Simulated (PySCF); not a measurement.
## Calculated NMR parameters of C[SiH2]P1CCC(=O)CC1

* Formula: C6H13OPSi
* SMILES: C[SiH2]P1CCC(=O)CC1
* InChI: InChI=1S/C6H13OPSi/c1-9-8-4-2-6(7)3-5-8/h2-5,9H2,1H3
* Point group of the computed structure: C1
* Carbon signals: 4
* Proton signals: 4

Structure with atom numbers: `[CH3:1][SiH2:2][P:3]1[CH2:4][CH2:5][C:6](=[O:7])[CH2:8][CH2:9]1`. Each H is labelled by its parent atom.

PySCF 2.14.0 with density-fitted response routines calculation with GFN2-xTB geometry and PBE0/pcSseg-1 with gauge-including orbitals; a single conformation, gas phase, rapidly exchanging positions averaged, no relativistic terms.

Shifts are taken against calculated references (same method and geometry level): $^{1}$H (31.72 ppm), $^{13}$C (186.93 ppm), $^{29}$Si (349.16 ppm) vs TMS; $^{31}$P (318.38 ppm) against H3PO4; H2O for $^{17}$O (336.08 ppm).

```tsv
carbon	δC, type	δH (multiplicity)	HMBC from (2–3 bonds)	span of the C tensor (ppm)
C1	-8.3, CH3	0.28 (m)	H(Si2)	11
C4/C9	28.5, CH2	1.96 (m)	H(Si2), H(C5)/H(C8), H(C4)/H(C9)	23
C5/C8	46.0, CH2	2.57 (m)	H(C5)/H(C8), H(C4)/H(C9)	29
C6	214.4, C	–	H(C5)/H(C8), H(C4)/H(C9)	220
```

Other nuclei:
| atoms | nucleus | environment | δ (ppm) | σ (ppm) |
| --- | --- | --- | --- | --- |
| H(Si2) | $^{1}$H | hydrogen on a silicon bonded to C, P | 4.23 | 27.49 |
| P3 | $^{31}$P | phosphorus bonded to 2 C, Si, in a 6-membered ring | -135.4 | 453.8 |
| Si2 | $^{29}$Si | silicon bonded to C, P, 2 H | -38.3 | 387.4 |
| O7 | $^{17}$O | ketone oxygen | 683.3 | -347.3 |

δC 214.4: ketone carbonyl carbon; low-lying n→π* states of the double bond to the heteroatom give a large paramagnetic term (-276 ppm). δC 46.0: sp3 CH2 α to a carbonyl; α to the electron-withdrawing carbonyl group. δC -8.3: methyl carbon bonded to Si; an electropositive neighbour leaves it electron-rich and shielded. δH 2.57: hydrogen on an sp3 CH2 α to a carbonyl; α to C=O. δH 0.28: hydrogen on a methyl carbon bonded to Si; an electropositive neighbour shields it, as in TMS itself.

Splittings by $^{31}$P in the carbon and heteronuclear signals aren't shown, as no couplings were computed. Shifts are as computed. Against solution values, carbons near 30 ppm lie about +3 ppm off and those near 130 ppm about +5 ppm. Of 1211 compounds with measured shifts, 218 miss one by over three times the rms of a fit or turn the order of signals round; such compounds aren't used in these exercises. Unscaled 17O shifts of doubly bonded oxygen tend to come out too high, by tens of ppm or more. Experimental scales use liquid or dissolved standards, which lie at an offset from isolated H2O (liquid H2O: subtract about 36 ppm) and H3PO4. No couplings were computed; multiplicities are counted from neighbouring protons, with m where these are inequivalent, close in shift, in a saturated or five-membered ring or joined by F or P, and br s for small geminal =CH2 splittings.
